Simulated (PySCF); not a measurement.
SMILES O=Cc1ccc(O)s1 (C5H4O2S), GFN2-xTB optimised geometry.

```
12

O      2.55    -2.07     0.00
C      1.34    -2.12     0.00
C      0.45    -1.00     0.00
C     -0.93    -1.00     0.00
C     -1.50     0.28     0.00
C     -0.54     1.27     0.00
O     -0.79     2.58     0.00
S      1.07     0.63     0.00
H      0.81    -3.09     0.00
H     -1.51    -1.91     0.00
H     -2.55     0.49     0.00
H      0.02     3.09     0.00
```

Density from PBE0/def2-TZVP in PySCF 2.14.0 at that geometry.

Minimum of the electron density along straight lines between bonded atoms, close to the bond critical point (lines longer than 1.1 times the sum of covalent radii, or with two minima, are not listed):

| bond | length / Å | ρ at the minimum / e bohr⁻³ | ∇²ρ there / e bohr⁻⁵ | position (fraction from the first atom) |
|---|---|---|---|---|
| O1–C2 | 1.209 | 0.422 | -0.08 | 0.67 |
| C2–C3 | 1.436 | 0.296 | -0.86 | 0.49 |
| C3–C4 | 1.375 | 0.324 | -0.95 | 0.51 |
| C4–C5 | 1.398 | 0.312 | -0.91 | 0.51 |
| C5–C6 | 1.373 | 0.327 | -0.97 | 0.46 |
| C6–O7 | 1.338 | 0.309 | -0.53 | 0.34 |
| C3–S8 | 1.746 | 0.206 | -0.40 | 0.47 |
| C6–S8 | 1.731 | 0.215 | -0.45 | 0.50 |
| C2–H9 | 1.109 | 0.277 | -0.97 | 0.65 |
| C4–H10 | 1.075 | 0.290 | -1.06 | 0.65 |
| C5–H11 | 1.074 | 0.289 | -1.04 | 0.65 |
| O7–H12 | 0.965 | 0.358 | -2.49 | 0.81 |
